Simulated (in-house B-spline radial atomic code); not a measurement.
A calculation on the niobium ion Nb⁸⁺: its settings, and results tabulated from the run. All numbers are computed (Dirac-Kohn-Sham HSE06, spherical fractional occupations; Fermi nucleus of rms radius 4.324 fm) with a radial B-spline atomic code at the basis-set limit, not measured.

Command:
```bash
python run_scf.py task.json out
```
Settings (nuclear radius in fm, mass in u):
```
Z                41
configuration    [Ar] 3d10 4s2 4p3
hamiltonian      dirac
method           hse06
spin_polarised   False
nucleus          fermi
rms_radius       4.324
atomic_mass      92.90637
speed_of_light   137.035999084
```

Output (hartree, bohr):
```
 radial grid: 65 intervals, B-splines of order 8, outer radius 11.954 bohr

 iter        energy (Eh)    residual
    1       -3790.242100    8.86e-01
    2       -3798.454230    5.89e-01
    3       -3801.528103    1.35e-01
    4       -3801.715300    3.02e-02
    5       -3801.722622    1.71e-02
    6       -3801.725718    5.20e-04
    7       -3801.725722    3.28e-05
    8       -3801.725722    1.20e-06
    9       -3801.725722    1.35e-08

 total energy                     -3801.72572
 kinetic                            3935.8716
 electron-nucleus                  -9019.5452
 Hartree                            1396.4945
 exact exchange                      -27.6454
 exchange-correlation                -86.9012

 first-order corrections (not in the total)
   Gaunt                             2.4730
   retardation                      -0.2437
   frequency dependence             -0.0145
   self-energy                       1.6657
   Uehling                          -0.1873
   Wichmann-Kroll                    0.0027
   recoil                            0.0159

 orbital      occ     eigenvalue          <r>       <r^2>       <1/r>     <1/r^3>     <1/r^2>       r_max    small
 1s1/2      2.000      -698.6457    0.0360875  0.00175677     42.4039           -     3788.78     0.02349  2.23e-02
 2s1/2      2.000      -102.6415     0.157573   0.0293306     9.63627           -     411.795      0.1332  4.57e-03
 2p1/2      2.000       -94.5187     0.134585   0.0222326     9.60013           -     133.319      0.1039  4.56e-03
 2p3/2      4.000       -90.9914     0.139044   0.0236022     9.16479     2212.46     114.542      0.1076  4.42e-03
 3s1/2      2.000       -21.4350     0.440893    0.222724     3.28998           -     74.3785      0.3948  1.21e-03
 3p1/2      2.000       -18.3574     0.436463    0.221807     3.18473           -     23.7159      0.3826  1.15e-03
 3p3/2      4.000       -17.7767     0.446613    0.232015     3.08157     365.896      20.503      0.3916  1.12e-03
 3d3/2      4.000       -12.3645     0.427059    0.219159     2.88788     52.7363     10.6453      0.3323  1.00e-03
 3d5/2      6.000       -12.2561     0.430434    0.222476      2.8611     50.5798     10.4132       0.335  9.92e-04
 4s1/2      2.000        -6.5621      1.07212     1.29027     1.27575           -      14.595      0.9929  3.11e-04
 4p1/2      1.000        -5.5477      1.13843     1.46253     1.18528           -     4.51418       1.045  2.78e-04
 4p3/2      2.000        -5.4447      1.15786     1.51222     1.15988     64.8197     3.97256       1.064  2.71e-04
```

Time taken, with all properties: 2.5 s on 1 thread of Arm Neoverse V2, on a shared host.

For the Dirac Hamiltonian the kinetic term is c α·p + (β - 1)c².

Caution: exact exchange at fractional occupations of open shells leaves self-interaction of up to several eV.
